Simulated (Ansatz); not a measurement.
`B/N=C(/O)[SiH3]`, charge 0, multiplicity 1.

Task: Give a relaxed structure at PBE0-D4/def2-TZVP (Ansatz). (Best estimate.)

Result: The calculation gave: 
Cartesian coordinates in Å:
```
B -0.196 -2.013 -0.950
N -0.313 -0.718 -0.549
C -0.351 0.452 -0.128
O -1.260 1.358 -0.562
Si 0.843 1.153 1.175
H 0.505 -2.274 -1.887
H -0.808 -2.863 -0.367
H -1.827 0.928 -1.219
H 1.579 2.297 0.585
H 1.770 0.065 1.556
H 0.057 1.617 2.345
```
Point group Cs.
This is one stationary point; other conformers may exist.
